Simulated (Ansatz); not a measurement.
CsI, charge +1, doublet, at a GFN2-xTB geometry (such geometries of metal compounds can be far from the true shape) (a state made from the parent by changing its charge; the spin is typed, not shown lowest) (core potentials on Cs, I); Ansatz (a quantum-chemistry and plane-wave program) with SC-NEVPT2/def2-SVP, CASSCF(5,6).

Ansatz was given this input:
Ansatz 0.2 input:
```yaml
crystal:
  periodic: [false, false, false]
  atoms:
    - {symbol: Cs, position_ang: [-0.00000000, -0.00000000, -1.82880050]}
    - {symbol: I, position_ang: [0.00000000, 0.00000000, 1.89781184]}
basis:
  gaussian:
    orbitals: def2-SVP
total_charge: 1
correlation: {method: sc_nevpt2, electrons: all, active_space: {window: {electrons: 5, orbitals: 6}}}
magnetization: {spin_polarized: false, initial_magnetization: 1}
```

It wrote (shortened):

```
Functional definition: HF
558 factors; integrals over basis functions are off by at most 3.1e-4 eV
mean field evaluation 1: about -8608.4599 eV, gradient 1.3e1 eV
mean field evaluation 2: about -8608.4865 eV, gradient 1.3e1 eV
mean field evaluation 4: about -8609.0114 eV, gradient 4.5e-1 eV
mean field evaluation 8: about -8609.0139 eV, gradient 6.4e-5 eV
mean field evaluation 16: about -8608.9781 eV, gradient 3.5e0 eV
mean field evaluation 32: about -8608.7841 eV, gradient 3.1e-1 eV
mean field evaluation 64: about -8609.0131 eV, gradient 3.4e-1 eV
mean field -8609.01385406 eV, -316.3754237375 hartree, gradient 2.2e-6 eV, S^2 0.750000; 8 other end points of the search recorded, 0 dependent functions left out
reference -8609.01385406 eV, -316.3754237375 hartree; 17, 16 occupied and 33, 34 virtual orbitals, 558 factors
state -8609.77843808 eV, -316.4035216820 hartree
state -8609.77843808 eV, -316.4035216820 hartree; corrected -8613.11061700 eV, -316.5259769987 hartree
state -8609.76859227 eV, -316.4031598551 hartree
state -8609.76859227 eV, -316.4031598551 hartree; corrected -8613.10519478 eV, -316.5257777357 hartree
state -8609.77843808 eV, -316.4035216820 hartree; corrected -8613.11061700 eV, -316.5259769987 hartree
1 active orbitals were swapped for others, from the solution at -8609.76851752 eV, -316.4031571081 hartree to that at -8609.77836570 eV, -316.4035190222 hartree; typed "places" are swapped only where nearly empty or full, and so, without "given_window_search", are "orbital_numbers", "shells" and a window whose orbitals a file names under [Active]
Total energy: -8613.11061700 eV, -316.5259769987 hartree
```
